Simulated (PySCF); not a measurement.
BH3, SMILES B.

Geometry: B3LYP-D3(BJ)/def2-TZVPD. The isomer is the one that the SMILES or the coordinates give; other isomers of the formula were not compared.

All values below come from HF/def2-TZVPD in PySCF.

Symmetry labels are those of the subgroup C2v that the program uses (full group D3h).

Task: List the valence orbital energies around the gap with their symmetry. (An estimate is asked for; the answer gives what the named calculation found.)

Result: 
```tsv
orbital	symmetry	energy (eV)
HOMO−3	A1	-207.11
HOMO−2	A1	-19.17
HOMO−1	A1	-13.57
HOMO	B1	-13.57
LUMO	A1	1.32
LUMO+1	B2	1.46
LUMO+2	A1	3.82
LUMO+3	B1	3.82
```
